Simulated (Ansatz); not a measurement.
Geometry optimisation, Ansatz 0.2.0, RKS PBE0/def2-SVP.

Input file:

```yaml
crystal:
  periodic: [false, false, false]
  atoms:
    - { symbol: Ga, position_ang: [0.0, 0.0, 0.0] }
    - { symbol: H, position_ang: [1.0535, 0.0, 1.4223] }
    - { symbol: "N", position_ang: [2.0931, 0.0, 0.3944] }
    - { symbol: H, position_ang: [2.5598, -0.9179, 0.1426] }
    - { symbol: H, position_ang: [2.5445, 0.9179, 0.1162] }
    - { symbol: O, position_ang: [-1.5501, 0.0, -0.895] }
    - { symbol: H, position_ang: [-2.0598, -0.8467, -0.6865] }
basis:
  gaussian: { orbitals: def2-SVP }
hamiltonian:
  xc: pbe0
relax:
  f_tol: 0.15
  max_steps: 25
  restrain:
    - { distance: [1, 2], at: 2.26, k: 30.0 }
    - { distance: [0, 1], at: 1.57, k: 30.0 }
    - { distance: [0, 2], at: 1.93, k: 30.0 }
```

Command:

```bash
$ ansatz run input.yaml --threads 1 --pin off --max-ram 2048MiB --backend cpu --events-out ev --progress --plain --runs-dir out
```

Where does it end, and by what steps?

It converged. The restraints hold the end off the free minimum. After 14 steps the energy has fallen by 3.037 eV (the restraints' own energy left out); H4 moved furthest, 1.04 Å.

| step | energy less start (eV) | largest force component (eV/Å) | accepted |
| --- | --- | --- | --- |
| 0 | 0.0000 | 1.989 | yes |
| 1 | -0.3309 | 1.576 | yes |
| 2 | -0.9236 | 2.170 | yes |
| 3 | -1.7892 | 1.673 | yes |
| 4 | -2.1863 | 1.614 | yes |
| 5 | -2.0728 | 3.982 | no |
| 6 | -2.4178 | 1.508 | yes |
| 7 | -2.5329 | 1.474 | yes |
| 8 | -2.6040 | 1.545 | yes |
| 9 | -2.6844 | 2.224 | yes |
| 10 | -2.8111 | 1.860 | yes |
| 11 | -2.9132 | 1.555 | yes |
| 12 | -2.9714 | 1.818 | yes |
| 13 | -3.0198 | 2.023 | yes |
| 14 | -3.0365 | 2.066 | yes |

```xyz
7
Properties=species:S:1:pos:R:3
Ga 0.169 -0.260 0.251
H 0.584 -0.711 1.674
N 1.978 0.110 0.013
H 2.542 -0.124 0.820
H 2.525 0.462 -0.763
O -1.144 -0.034 -0.912
H -2.014 -0.289 -0.588
```

Time of the run: 41 s on 1 thread of Arm Neoverse V2, with other jobs on the host, peak memory 0.15 GiB.
